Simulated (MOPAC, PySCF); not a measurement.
System: SOF, net charge 0, doublet state. SMILES: O=[S]F
Structure (B3LYP-D3(BJ)/def2-TZVP (Ansatz) minimum search):
```xyz
3

O     -1.2135    -0.4937     0.0699
S     -0.1129     0.4581    -0.0167
F      1.2793    -0.3756    -0.0325
```
Charge 0, spin multiplicity 2.

Unscaled harmonic wavenumbers (cm⁻¹) in rising order, each level at the stationary point that it reaches from this structure (no distance between atoms moves by over 0.3 Å); the order of modes can differ between levels, and a negative number is imaginary. B3LYP-D3(BJ)/def2-TZVP (PySCF, at the structure above): 392, 743, 1221.

AM1 (MOPAC): 385, 936, 982. Zero-point energy 3.3 against 3.4 kcal/mol; where all levels lie over 400 cm⁻¹, the wavenumbers are on average 1.031 times those of B3LYP-D3(BJ)/def2-TZVP.

PM3 (MOPAC): 328, 718, 805. Zero-point energy 2.6 against 3.4 kcal/mol; where all levels lie over 400 cm⁻¹, the wavenumbers are on average 0.813 times those of B3LYP-D3(BJ)/def2-TZVP.

PM6 (MOPAC): 218, 577, 1095. Zero-point energy 2.7 against 3.4 kcal/mol; where all levels lie over 400 cm⁻¹, the wavenumbers are on average 0.836 times those of B3LYP-D3(BJ)/def2-TZVP.
